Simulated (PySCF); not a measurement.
## Finite-field polarisability of Ca (calcium, neutral)

[Ar] 4s2, closed-shell 1S. Computed with PySCF 2.14 in def2-TZVPPD, with the non-relativistic Hamiltonian (point nucleus). Frozen: [Ne]. Energy changes in a uniform field (μhartree):

```tsv
axis	F (au)	HF	MP2	CCSD	CCSD(T)
x	0.001	-91.904	-73.113	-82.224	-81.251
x	0.002	-367.527	-292.458	-328.777	-324.891
```

Task: Derive α along x at CCSD(T) from the two fields.

Result: With ΔE = −αF²/2 − γF⁴/24, α = −(16 ΔE(F) − ΔE(2F))/(6F²) = 162.5 bohr³.

Task: And the mean polarisability at each level?

Result: HF 183.8, MP2 146.2, CCSD 164.5, CCSD(T) 162.5 bohr³. Reference: 160.8 ± 4 bohr³ (recommended; Schwerdtfeger and Nagle, table of static dipole polarizabilities (2023 update)).
